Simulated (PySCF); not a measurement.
Structure problem from calculated spectra and properties.

Formula: C2H3B2F2N.

* Dipole: 3.59 D [B3LYP/def2-SVPD]
* UV, strongest line: among the 10 lowest singlet transitions: S5 at 6.88 eV (180 nm, f = 0.845) [TDDFT B3LYP/def2-SVPD]
* Rotational structure: rotational constants A, B, C: 8.062, 0.926, 0.872 GHz [PBE0-D3(BJ)/def2-SVP]
* NMR, other nuclei: isotropic shieldings of nuclei other than C and H, by class: 73 (1 B), 85 (1 B), 143 (1 N), 247 (2 F) ppm [GIAO PBE0/pcSseg-1]
* 1H NMR: chemical shifts (computed TMS as zero) by class: 4.63 (1 H), 4.32 (2 H) ppm [GIAO PBE0/pcSseg-1]
* Triplet: lowest triplet excitation (Tamm–Dancoff): 4.29 eV [TDA B3LYP/def2-SVPD]
* 13C NMR: chemical shifts (computed TMS as zero) by class: 122.4 (1 C), 110.6 (1 C) ppm [GIAO PBE0/pcSseg-1]
* UV, first state: lowest singlet excitation: 5.06 eV (245 nm, f = 0.000) [TDDFT B3LYP/def2-SVPD]

Gas-phase values; electronic properties from PySCF, density fitting. Levels stand in brackets. Isolated species at its PBE0-D3(BJ)/def2-SVP geometry, gas phase. NMR values are class means; diastereotopic atoms form classes of their own.

Question: Give a SMILES that accounts for the data.

Answer: Numbering: `[NH2:1][BH:2][C:3]#[C:4][B:5]([F:6])[F:7]`. 2 carbons fall into 2 classes; from least to most shielded: alkyne carbon [C3] (122.4 ppm), alkyne carbon [C4] (110.6 ppm). Hydrogen classes from least to most shielded: 1 H on a three-coordinate boron, B2 (4.63 ppm), 2 H on a boron-bound nitrogen, N1 (4.32 ppm). The other shieldings belong to: 73 ppm, three-coordinate boron [B2]; 85 ppm, three-coordinate boron [B5]; 143 ppm, boron-bound nitrogen [N1]; 247 ppm, boron-bound fluorine [F6/F7]. S1 is mainly HOMO→LUMO (weight 0.92); the largest Löwdin shares of the orbital it empties are 0.31 on an alkyne carbon, 0.30 on an alkyne carbon, 0.24 on the boron-bound nitrogen and 0.06 on a three-coordinate boron, of the orbital it fills 0.24 on an alkyne carbon, 0.24 on a three-coordinate boron, 0.22 on an alkyne carbon and 0.08 on a boron-bound fluorine. By its constants the optimised geometry is an asymmetric top. Structure: `NBC#CB(F)F`. The assignments are read from this structure; whether some other isomer fits the data as well wasn't checked.

Shape of the structure used: `[NH2:1][BH:2][C:3]#[C:4][B:5]([F:6])[F:7]`: H–N1–B2–C3 180°, H–N1–B2–C3 0°.
